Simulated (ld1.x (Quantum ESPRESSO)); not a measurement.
## Debugging a pseudopotential input (Si (Z = 14), ld1.x (Quantum ESPRESSO) 7.5)

Command:

```bash
ld1.x < Si.in > Si.out
```

Input:

```
&input
   title='Si', zed=14., rel=0, dft='BLYP', iswitch=3, xmin=-9.0,
   config='[Ne] 3s2 3p2 3d-2',
   nld=3, rlderiv=1.95, eminld=-3.0, emaxld=5.0, deld=0.02
 /
 &inputp
   pseudotype=2, tm=.true., lloc=2,
   nlcc=.true., new_core_ps=.true., rcore=1.15,
   file_pseudopw='Si.UPF', file_wfcaegen='ae.wfc', file_wfcncgen='nc.wfc', file_beta='beta', file_chi='chi'
 /
3
3S  1  0   2.00   0.00  1.80  1.80  0.0
3P  2  1   2.00   0.00  1.35  1.35  0.0
3D  3  2  -2.00   0.45  1.50  1.50  0.0
 &test
   configts(1)='3s2 3p2'
 /
```

This is an input that runs to its end, with one change: mesh start xmin=-9.0.

How does the run end?

The program runs through. The occupied levels of the test differ from the all-electron ones by at most 0.00000 Ry (unchanged input: 0.00000 Ry).

```

     Etot =    -578.730806 Ry,    -289.365403 Ha,   -7874.033751 eV
     Etotps =   -13.798599 Ry,      -6.899299 Ha,    -187.739500 eV

     Ekin =       2.650132 Ry,       1.325066 Ha,      36.056886 eV
     Encl =     -15.813332 Ry,      -7.906666 Ha,    -215.151344 eV
     Ehrt =       5.857702 Ry,       2.928851 Ha,      79.698093 eV
     Ecxc =      -8.473563 Ry,      -4.236781 Ha,    -115.288695 eV
     (Ecc =      -6.246156 Ry,      -3.123078 Ha,     -84.983284 eV)
     Epseu=       1.980462 Ry,       0.990231 Ha,      26.945559 eV

     ---------------------- End of pseudopotential test ----------------------
```
